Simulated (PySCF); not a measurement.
C13H24O3Ti, singlet at its GFN2-xTB optimised geometry (Å):

```
41

Ti     0.1560     0.1924     0.0000
C     -1.9345     1.2624    -2.5011
C     -1.2390     0.0948    -1.8555
C     -1.7600    -0.7631    -0.8516
C     -3.1030    -0.6663    -0.1831
C     -0.8212    -1.8113    -0.6347
C     -1.0571    -2.9893     0.2683
C      0.2906    -1.5864    -1.4844
C      1.4942    -2.4687    -1.6706
C      0.0413    -0.3955    -2.2215
C      0.9354     0.1804    -3.2841
H     -1.5691     2.2104    -2.0971
H     -3.0094     1.2088    -2.3362
H     -1.7557     1.2561    -3.5768
H     -3.0033    -0.8265     0.8924
H     -3.7872    -1.4235    -0.5759
H     -3.5475     0.3151    -0.3427
H     -1.7948    -3.6657    -0.1719
H     -0.1372    -3.5472     0.4358
H     -1.4369    -2.6584     1.2362
H      1.6358    -2.6952    -2.7289
H      1.3747    -3.4089    -1.1357
H      2.3966    -1.9735    -1.3021
H      1.9806    -0.0292    -3.0563
H      0.8044     1.2608    -3.3509
H      0.7065    -0.2534    -4.2622
O     -0.2261    -0.2673     1.6361
C      0.6050    -0.3450     2.7392
H      0.8573     0.6606     3.1200
H      0.1024    -0.8986     3.5485
H      1.5412    -0.8717     2.4852
O     -0.2121     1.8944     0.0000
C     -0.4854     2.7332     1.0658
H     -1.1842     2.2516     1.7713
H      0.4386     2.9991     1.6093
H     -0.9452     3.6657     0.7008
O      1.8985     0.1924     0.0000
C      2.7675     1.2380     0.2567
H      2.7963     1.4775     1.3345
H      3.7872     0.9629    -0.0577
H      2.4630     2.1424    -0.2978
```

Computed with PBE0/def2-SVP run with PySCF. Cells within 0.4 Å of a nucleus heavier than hydrogen are left out (blank, or x).

Map of the log10 of the electron density (e/bohr³), floored at −4 on the plane z = 0.0 Å:

```
|0000000000000000000000000000000|
|0000000000000000000000000000000|
|0000000000000100000000000000000|
|0000000000022221000000000000000|
|0000000000234432100000000000000|
|0000000001345554210000000000000|
|0000000001346654321112110000000|
|0000000001345665432234331000000|
|0000000001245677653456543200000|
|0000000001246899864567764321000|
|00000000012469xx965578876532000|
|00001222213468xx865678987653100|
|0001344433346788766678x98864200|
|0002456654445689977899888864200|
|001356876555579xx98xx9777653100|
|001357887766679xx98xx9755432000|
|0013578x88777789977898643221000|
|0023578xx8777777666666531100000|
|0024578887777776654554320000000|
|0023567766677876554333210000000|
|0013455554578876543333210000000|
|0001344334678876543333210000000|
|000012223578x986544332210000000|
|000000124678x887644432100000000|
|0000000246898887644332100000000|
|0000000246777666543321000000000|
|0000000134565554432110000000000|
|0000000013343333211000000000000|
|0000000001121111000000000000000|
|0000000000000000000000000000000|
|0000000000000000000000000000000|
```
Scale: ten equal steps from -4.00 (start of '0') to -0.226 (end of '9'), in the order '0123456789'; x runs from -6.00 to 6.00, y from -6.00 (bottom) to 6.00 (top).
